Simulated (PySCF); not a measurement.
A side-by-side comparison of computed properties.

First species: C2H10FNSi4.
Structure used (GFN2-xTB), in Å, numbered top down from 1:
```xyz
18
C2H10FNSi4 angstrom
N     -1.8214   -1.6736    1.2457
C     -2.4049   -0.7943    0.7991
C     -3.0662    0.3178    0.2044
Si    -1.7830    1.4546   -0.6844
F     -1.2003    2.3567    0.5353
Si     0.0085    0.2640   -1.5270
Si     1.4538   -0.7184    0.0220
Si     3.6876   -0.7226   -0.6097
H     -3.8094   -0.0529   -0.5016
H     -3.5831    0.8791    0.9842
H     -2.6104    2.4477   -1.3736
H      0.7281    1.1990   -2.4145
H     -0.5623   -0.7125   -2.4721
H      0.9955   -2.0864    0.2886
H      1.2929    0.0028    1.2947
H      4.6133   -1.0728    0.4702
H      4.1103    0.5907   -1.1058
H      3.9421   -1.6725   -1.6966
```

Second species: C2H10FNSi4.
Numbering: `[CH3:1][SiH2:2][Si@:3]([SiH3:4])([C:5]#[N:6])[SiH2:7][F:8]` (hydrogens: H9, H10, H11 on C1; H12, H13 on Si2; H14, H15, H16 on Si4; H17, H18 on Si7)

Levels: PBE0/pcSseg-1 for dipole moment, HOMO energy, LUMO energy and HOMO–LUMO gap; GFN2-xTB for rotational constant A and rotational constant C. Geometries: GFN2-xTB. Each structure is a single optimised conformer of the isolated species, non-relativistic unless stated. Electronic properties by PySCF.

The conformers computed, where there is a choice (atom-mapped SMILES and torsion angles):
- `[N:1]#[C:2][CH2:3][Si@@H:4]([F:5])[SiH2:6][SiH2:7][SiH3:8]`: C2–C3–Si4–F5 -82°, C3–Si4–Si6–Si7 -68°, Si4–Si6–Si7–Si8 -144°
- `[CH3:1][SiH2:2][Si@:3]([SiH3:4])([C:5]#[N:6])[SiH2:7][F:8]`: C1–Si2–Si3–Si4 -69°, Si2–Si3–Si7–F8 -62°

Task: Which of the two has the higher LUMO energy, and by how much?

Result: The first: -1.44 eV against -1.70 eV, a difference of 0.26 eV.

Task: Which has the higher HOMO energy?

Result: The first: -8.34 eV against -8.45 eV, a difference of 0.11 eV.

Task: Which of the two has the higher rotational constant C, and by how much?

Result: The second: 0.640 GHz against 0.428 GHz, a difference of 0.212 GHz.

Task: Which of the two has the higher dipole moment, and by how much?

Result: The first: 3.26 D against 2.86 D, a difference of 0.40 D.

Task: Which of the two has the higher HOMO–LUMO gap, and by how much?

Result: The first: 6.90 eV against 6.75 eV, a difference of 0.15 eV.

Task: Which of the two has the higher rotational constant A, and by how much?

Result: The first: 1.557 GHz against 0.815 GHz, a difference of 0.742 GHz.

On the first: A dipole of 3.26 D is allowed in C1, and pure rotational transitions are dipole-allowed. In atomic units the dipole is 1.28 e·bohr (1 au = 2.5417 D).

On the second: The dipole matches unit charges of opposite sign 0.60 Å apart (1 e·Å = 4.8032 D). GFN2-xTB frequencies show an imaginary mode (27i cm⁻¹), so this geometry is no minimum at that level.
